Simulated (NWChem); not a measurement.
Molecule: silicon monosulfide (SiS, singlet); SMILES [Si]=S

```xyz
2

Si     0.0000     0.0000     1.0317
S      0.0000     0.0000    -0.8983
```
Atoms are numbered in this order, from 1.

Low-valent species are run as closed-shell singlets; no triplet was tried in these runs. Geometry: optimised at PBE0-D3(BJ)/def2-TZVP.

Q: List the 4 lowest vertical singlet excitations from PBE/def2-SVP, TDA (NWChem).

A: 
```tsv
state	energy (eV)	oscillator strength	leading excitation (squared amplitude)
S1	4.19	0.000	HOMO−2 → LUMO (0.49)
S2	4.46	0.000	HOMO−2 → LUMO+1 (0.49)
S3	4.46	0.000	HOMO−2 → LUMO (0.49)
S4	4.58	0.031	HOMO → LUMO (0.97)
```
